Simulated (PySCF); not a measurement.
HfCl₃: from structure and modes to constants

These are results of UPBE0 in PySCF with Hf def2-TZVP with ECP60, Cl def2-TZVP; scalar-relativistic core potentials, no spin–orbit coupling; density-fitted integrals, not measurements.

The doublet minimum has D3h symmetry. Masses (u): Hf 179.94655, Cl 34.96885.

```xyz
4
charge 0 multiplicity 2, angstrom
Hf    0.0000    0.0000    0.0000
Cl    0.0000    0.0000    2.3251
Cl    2.0136    0.0000   -1.1625
Cl   -2.0136    0.0000   -1.1625
```

Harmonic wavenumbers (cm⁻¹): 53.1 (a2'', ×1), 85.1 (e', ×2), 371.9 (a1', ×1), 391.5 (e', ×2).

(1) Find the principal moments of inertia and the rotational constants. What kind of rotor is it?

(2) What is the harmonic zero-point energy?

(3) Find the vibrational entropy and heat capacity at 298.15 K.

Results:

(1) About the centre of mass I = 283.56, 283.56, 567.11 u Å². With B = 16.8576/I this gives 0.05945, 0.05945, 0.02973 cm⁻¹. The molecule is an oblate symmetric top.

(2) Half the sum of all 6 wavenumbers, 1378/2 = 689 cm⁻¹, which is 8.2 kJ/mol (1 cm⁻¹ = 0.0119627 kJ/mol).

(3) With u = 1.43878 ω/T, each mode gives S = R[u/(eᵘ−1) − ln(1−e⁻ᵘ)] and C = R u² eᵘ/(eᵘ−1)².
```json
{"ω (cm⁻¹)": "53.1", "u": "0.256", "S (J/(mol K))": "19.66", "C (J/(mol K))": "8.27"}
{"ω (cm⁻¹)": "85.1 (×2)", "u": "0.411", "S (J/(mol K))": "15.77", "C (J/(mol K))": "8.20"}
{"ω (cm⁻¹)": "371.9", "u": "1.794", "S (J/(mol K))": "4.49", "C (J/(mol K))": "6.40"}
{"ω (cm⁻¹)": "391.5 (×2)", "u": "1.889", "S (J/(mol K))": "4.16", "C (J/(mol K))": "6.23"}
```
The sums over all modes are S = 64.0 and C = 43.5 J/(mol K); the softest mode gives 31 % of the entropy (each member, where degenerate).

Only a few start shapes were tried, so a lower isomer may exist. With open d or f shells other occupations or spin states may lie lower. Spin–orbit coupling, left out here, can matter for elements this heavy.
